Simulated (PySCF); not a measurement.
Electronic structure of P⁴⁺ (phosphorus, charge +4) at the B2PLYP level

Configuration: [Ne] 3s1, 2S determinant. Computed with PySCF 2.14 in an even-tempered Gaussian basis (20 s from 0.09 bohr⁻², ratio 2.5; 12 p from 0.12 bohr⁻², ratio 2.5; 5 d from 0.68 bohr⁻², ratio 2.7; 5 f from 1 bohr⁻², ratio 2.7), with the spin-free X2C one-electron Hamiltonian (Gaussian nucleus).

```
Total energy, PT2 part included        : -337.9732 hartree
One-electron energy                    : -444.0124 hartree
Hartree (Coulomb) energy               : 127.8718 hartree
Exchange-correlation energy            : -21.7468 hartree
PT2 correlation before scaling by 0.27 : -0.31795 hartree
⟨S²⟩                                   : 0.7500
⟨L²⟩                                   : 0.000
Sum of ⟨r⟩                             : 5.718 bohr
Sum of ⟨r²⟩                            : 5.300 bohr²
```

| shell | electrons | mean orbital energy (eV) | rms radius, mean of both spins (bohr) |
| --- | --- | --- | --- |
| 1s α | 1 | -2195.4 | 0.120 |
| 1s β | 1 | -2195.0 | 0.120 |
| 2s α | 1 | -247.27 | 0.561 |
| 2s β | 1 | -246.43 | 0.561 |
| 2p α | 3 | -193.17 | 0.537 |
| 2p β | 3 | -192.76 | 0.537 |
| 3s α | 1 | -62.404 | 1.71 |

Densities and radii are taken from the X2C orbitals without a picture-change correction, which distorts them close to the nucleus.

The orbital energies are those of the SCF part of the double hybrid.
